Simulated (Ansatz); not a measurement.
Level of theory: PBE0-D3(BJ)/def2-TZVP (Ansatz, a first-principles code). No frequencies were computed at this level.

Ansatz 0.2 input:
```yaml
crystal:
  periodic: [false, false, false]
  atoms:
    - { symbol: C, position_ang: [-1.511255, 0.088347, -0.561346] }
    - { symbol: Si, position_ang: [-0.230708, -0.360625, 0.553689] }
    - { symbol: C, position_ang: [1.540548, 0.115578, 0.220895] }
    - { symbol: S, position_ang: [2.03807, 0.955033, -1.086977] }
    - { symbol: H, position_ang: [-2.545287, -0.165485, -0.405523] }
    - { symbol: H, position_ang: [-1.30006, 0.646034, -1.4587] }
    - { symbol: H, position_ang: [-0.304342, -1.104332, 1.805239] }
    - { symbol: H, position_ang: [2.313034, -0.174552, 0.932719] }
basis:
  gaussian: { orbitals: def2-tzvp }
hamiltonian:
  xc: pbe0
  dispersion: d3bj
relax:
  max_steps: 150
```

Output:

```
Functional definition: PBE0
1075 factors; their error is unknown
mean field evaluation 1: about -20829.5507 eV, gradient 6.8e1 eV
mean field evaluation 2: about -20808.1632 eV, gradient 9.7e1 eV
mean field evaluation 4: about -20840.7770 eV, gradient 1.3e1 eV
mean field evaluation 8: about -20841.2554 eV, gradient 9.1e-2 eV
mean field evaluation 16: about -20841.3052 eV, gradient 1.1e-4 eV
mean field -20841.30520514 eV, -765.9038395447 hartree, gradient 2.6e-5 eV, S^2 0.000000; 0 other end points of the search recorded, 0 dependent functions left out
reference -20841.30523414 eV, -765.9038406107 hartree; 23, 23 occupied and 137, 137 virtual orbitals, 1075 factors
relax step   1: F+E_penalty+E_count = -20841.48834236 eV  Δ(F+E_penalty+E_count) = +0.000e0 eV  max|allowed force component| = 1.392e0 eV/Å  Δτ_max = 0.0000 Å  (31 SCF iters, accepted)
these checks for a lower state are left out or cut short: starts, cluster_reference, orbital_swaps, neighbouring_geometries, increment
1075 factors; their error is unknown
mean field -20841.38498107 eV, -765.9067712563 hartree, gradient 1.6e-5 eV, S^2 0.000000; 0 other end points of the search recorded, 0 dependent functions left out
reference -20841.38500995 eV, -765.9067723176 hartree; 23, 23 occupied and 137, 137 virtual orbitals, 1075 factors
relax step   2: F+E_penalty+E_count = -20841.56853377 eV  Δ(F+E_penalty+E_count) = -8.019e-2 eV  max|allowed force component| = 5.100e-1 eV/Å  Δτ_max = 0.0854 Å  (35 SCF iters, accepted)
these checks for a lower state are left out or cut short: starts, cluster_reference, orbital_swaps, neighbouring_geometries, increment
1075 factors; their error is unknown
mean field evaluation 32: about -20841.3968 eV, gradient 2.6e-5 eV
mean field -20841.39681767 eV, -765.9072062432 hartree, gradient 2.6e-5 eV, S^2 0.000000; 0 other end points of the search recorded, 0 dependent functions left out
reference -20841.39684650 eV, -765.9072073027 hartree; 23, 23 occupied and 137, 137 virtual orbitals, 1075 factors
relax step   3: F+E_penalty+E_count = -20841.58056293 eV  Δ(F+E_penalty+E_count) = -1.203e-2 eV  max|allowed force component| = 8.253e-2 eV/Å  Δτ_max = 0.0366 Å  (36 SCF iters, accepted)
these checks for a lower state are left out or cut short: starts, cluster_reference, orbital_swaps, neighbouring_geometries, increment
1075 factors; their error is unknown
mean field -20841.39748850 eV, -765.9072308957 hartree, gradient 2.3e-5 eV, S^2 0.000000; 0 other end points of the search recorded, 0 dependent functions left out
reference -20841.39751735 eV, -765.9072319558 hartree; 23, 23 occupied and 137, 137 virtual orbitals, 1075 factors
relax step   4: F+E_penalty+E_count = -20841.58100293 eV  Δ(F+E_penalty+E_count) = -4.400e-4 eV  max|allowed force component| = 6.579e-2 eV/Å  Δτ_max = 0.0176 Å  (34 SCF iters, accepted)
these checks for a lower state are left out or cut short: starts, cluster_reference, orbital_swaps, neighbouring_geometries, increment
1075 factors; their error is unknown
mean field -20841.39576610 eV, -765.9071675986 hartree, gradient 1.0e-5 eV, S^2 0.000000; 0 other end points of the search recorded, 0 dependent functions left out
reference -20841.39579495 eV, -765.9071686590 hartree; 23, 23 occupied and 137, 137 virtual orbitals, 1075 factors
relax step   5: F+E_penalty+E_count = -20841.57916837 eV  Δ(F+E_penalty+E_count) = +1.835e-3 eV  max|allowed force component| = 1.555e-1 eV/Å  Δτ_max = 0.0225 Å  (37 SCF iters, rejected (line search))
these checks for a lower state are left out or cut short: starts, cluster_reference, orbital_swaps, neighbouring_geometries, increment
1075 factors; their error is unknown
mean field -20841.39806439 eV, -765.9072520594 hartree, gradient 2.3e-5 eV, S^2 0.000000; 0 other end points of the search recorded, 0 dependent functions left out
reference -20841.39809324 eV, -765.9072531194 hartree; 23, 23 occupied and 137, 137 virtual orbitals, 1075 factors
relax step   6: F+E_penalty+E_count = -20841.58153972 eV  Δ(F+E_penalty+E_count) = -5.368e-4 eV  max|allowed force component| = 7.408e-3 eV/Å  Δτ_max = 0.0103 Å  (36 SCF iters, accepted)
1075 factors; their error is unknown
mean field evaluation 64: about -20841.3979 eV, gradient 2.9e-1 eV
mean field -20841.39806439 eV, -765.9072520594 hartree, gradient 3.5e-5 eV, S^2 0.000000; 1 other end points of the search recorded, 0 dependent functions left out
reference -20841.39809324 eV, -765.9072531194 hartree; 23, 23 occupied and 137, 137 virtual orbitals, 1075 factors
Total energy: -20841.58156856 eV, -765.9139957133 hartree
Atom 0 at    -1.477736     0.078942    -0.536473 Å, force    -0.003970    -0.001750     0.001349 eV/Å
Atom 1 at    -0.204827    -0.335112     0.518619 Å, force     0.006176     0.001398    -0.002213 eV/Å
Atom 2 at     1.558082     0.132912     0.194949 Å, force    -0.006147     0.002740    -0.001536 eV/Å
Atom 3 at     2.054899     0.966308    -1.097564 Å, force     0.001724    -0.002752     0.003937 eV/Å
Atom 4 at    -2.505157    -0.201044    -0.336402 Å, force    -0.000996     0.000778    -0.000388 eV/Å
Atom 5 at    -1.302442     0.638782    -1.447654 Å, force    -0.001327     0.000592    -0.001981 eV/Å
Atom 6 at    -0.421324    -1.098598     1.768019 Å, force    -0.002869    -0.001376     0.001199 eV/Å
Atom 7 at     2.298505    -0.182193     0.936502 Å, force     0.007408     0.000369    -0.000366 eV/Å
Dipole moment:    -0.061307    -0.188647     0.306636 e Å
```

Cost: roughly 40 core-seconds.
